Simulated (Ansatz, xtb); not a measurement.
## Relative energy of two structures of BH6O3P

Structure I is a singlet given by its coordinates and structure II is `O[BH2-][PH+](O)O`, a singlet. Both are isolated molecules in the gas phase, relaxed with PBE0-D4/def2-SVP; the shapes shown needn't be the lowest conformers.

I (Å):

```xyz
11

B    -0.8834    0.5516   -1.1750
O    -2.1315    1.0685   -1.0703
O    -0.6468   -0.7448   -0.8569
O     1.1358   -0.5295    0.6292
P     0.9411   -1.4100   -0.7448
H    -2.7420    0.4092   -0.7184
H    -0.0116    1.2864   -1.5940
H     1.2888   -0.9206   -2.0311
H     2.2785   -1.9832   -0.5583
H     0.3522   -2.6947   -0.8122
H     2.0150   -0.6984    0.9905
```

Close contacts (Å): B1–O2 1.35, B1–O3 1.36, O3–P5 1.73, O4–P5 1.64, B1–H7 1.21, O2–H6 0.97, O4–H11 0.97, P5–H8 1.42, P5–H9 1.47, P5–H10 1.41.

II (Å):

```xyz
11

B    -0.6617   -0.2711    1.9132
O    -0.7635    1.1972    1.8645
O    -0.6918    0.8095   -0.6603
O    -1.7914   -1.5950   -0.5708
P    -0.5881   -0.6559   -0.0262
H    -1.5102    1.5000    2.3865
H    -1.6954   -0.8548    2.2486
H     0.3398   -0.7268    2.4428
H     0.4673   -1.2598   -0.7399
H    -0.7920    1.3712    0.1636
H    -2.5277   -1.5935    0.0570
```

Energies in hartree; the thermal terms are from PBE0-D4/def2-SVP harmonic frequencies (ideal gas, rigid rotor, one conformer each, 298.15 K, 1 atm) and include the zero-point energy:

```
                              I           II
E, CCSD(T)/def2-SVP  −594.119434  −594.100060
    E, MP2/def2-SVP  −594.059128  −594.039372
  E, MP2/def2-TZVPP  −594.727063  −594.710598
  zero-point energy     0.077994     0.077317
       H(298 K) − E     0.085493     0.085126
       G(298 K) − E     0.047425     0.046675
```

Problem. Correct the CCSD(T) difference for the basis set by the MP2 change, then work out ΔE, ΔE₀, ΔH and ΔG for I → II in kJ/mol (1 Eh = 2625.50 kJ/mol) and the equilibrium ratio [II]/[I].

Solution. 1. Differences II − I: CCSD(T) +0.019374, MP2 in the small set +0.019756, MP2 in the large set +0.016465 Eh.
2. ΔE = +0.019374 + (+0.016465 − (+0.019756)) = +0.016083 Eh = +42.23 kJ/mol.
3. ΔE₀ = ΔE + ΔZPE = +0.016083 + (−0.000677) Eh = +40.45 kJ/mol.
4. ΔH = ΔE + (−0.000367) Eh = +41.26 kJ/mol.
5. ΔG = ΔE + (−0.000750) Eh = +40.26 kJ/mol, so ΔS = (ΔH − ΔG)/T = +3.4 J/(mol K).
6. kT = 0.9442 mEh, so K = [II]/[I] = exp(−ΔG/kT) = exp(−16.24) ≈ 8.9 × 10^−8.

Structure I is favoured at this temperature. An error of 4 kJ/mol in ΔG would change K by a factor of 5. Mirror images and further conformers aren't counted.

Other levels gave ΔE = +31.5 (PBE0-D4/def2-SVP); +67.9 (HF/def2-SVP); +51.9 (MP2/def2-SVP); +50.9 (CCSD(T)/def2-SVP) kJ/mol. The correlated steps freeze 9 core orbitals. Programs: Ansatz 0.2.0.
